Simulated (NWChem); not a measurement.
bis(trichlorosilyl)methane (CH₂Cl₆Si₂); SMILES Cl[Si](C[Si](Cl)(Cl)Cl)(Cl)Cl

```xyz
11

Cl    -0.4796     3.1522    -1.4534
Si     0.0644     1.6089    -0.1907
Cl     1.9774     1.9628     0.4899
Cl    -1.2362     1.5855     1.4093
C      0.0000     0.0000    -1.1448
Si    -0.0644    -1.6089    -0.1907
Cl    -1.9774    -1.9628     0.4899
Cl     1.2362    -1.5855     1.4093
Cl     0.4796    -3.1522    -1.4534
H      0.8948    -0.0266    -1.8030
H     -0.8948     0.0266    -1.8030
```
Atoms are numbered in this order, from 1.

All runs: NWChem. Structure relaxed at the PBE-D3(BJ)/def2-SVP level. No frequency run checked for a minimum. Level: M05-2X/def2-SVP with SMD (1 M gas to 1 M solution), gas-phase geometry. Reactions with the solvent are ignored.

For solvent 2-propanol:

| Property | Result |
|---|---|
| dipole in solution (D) | 2.40 |

Q: Estimate the same quantities for solvent diethyl ether.

A: The dipole in solution (D) comes out as 2.20.
